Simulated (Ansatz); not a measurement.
Ansatz (a program for electronic structure) input (HF/3-21G): The .json file is the Basis Set Exchange's 3-21G.

Ansatz 0.2 input:
```yaml
crystal:
  periodic: [false, false, false]
  atoms:
    - {symbol: B, position_ang: [0.00000000, 0.00000000, 0.00000000]}
    - {symbol: H, position_ang: [-0.00000000, -0.00000000, -1.16331496]}
    - {symbol: H, position_ang: [0.00000000, 0.00000000, 1.16331496]}
basis:
  gaussian:
    orbitals: 3-21G.json
hamiltonian:
  xc: {name: HF}
total_charge: 1
phonons: {temperatures: {t_min: 298.15, t_max: 298.15, t_step: 100}}
```

Task: Which harmonic wavenumbers does it give?

Result: 1065, 1065, 2832, 3120 cm⁻¹ (unscaled; negative means imaginary).
